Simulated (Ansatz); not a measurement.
`CC(C)(C)[CH2][Hf]([F])([F])[F]` and `CCCCC(C)(C)C` differ in one atom or group.

Ansatz, PBE0-D4/def2-TZVP geometries, multiplicity 1. Each molecule was computed in one conformer, which needn't be the lowest.

Elements past krypton have def2 core potentials.

| property | `CC(C)(C)[CH2][Hf]([F])([F])[F]` |
| --- | --- |
| LUMO energy (ωB97M-V/def2-TZVPP) / eV | 0.73 |
| LUMO energy (PBE/def2-TZVPP) / eV | -1.53 |
| LUMO energy (PBE0/def2-TZVPP) / eV | -0.59 |
| LUMO energy (B3LYP/def2-TZVPP) / eV | -0.85 |
| HOMO energy (B3LYP/def2-TZVPP) / eV | -7.52 |
| HOMO–LUMO gap (PBE0/def2-TZVPP) / eV | 7.14 |

(1) Give the same properties after the change, and the shifts. (Best estimate.)

Answers

(1) The calculation gave: 
```
                             property  `CCCCC(C)(C)C`  shift
LUMO energy (ωB97M-V/def2-TZVPP) / eV            2.44   1.71
    LUMO energy (PBE/def2-TZVPP) / eV            0.25   1.78
   LUMO energy (PBE0/def2-TZVPP) / eV            1.04   1.63
  LUMO energy (B3LYP/def2-TZVPP) / eV            0.72   1.57
  HOMO energy (B3LYP/def2-TZVPP) / eV           -8.30  -0.78
 HOMO–LUMO gap (PBE0/def2-TZVPP) / eV            9.53   2.39
```

With PBE0 the HOMO falls by 0.77 eV and the LUMO rises by 1.63 eV, so the gap widens by about 2.40 eV. PBE moves the HOMO by -0.72 eV and ωB97M-V by -0.82 eV.

Positive LUMOs are unbound, so they and the gaps depend on the basis.

B3LYP here is the variant with VWN-RPA as its local correlation; programs differ in this.
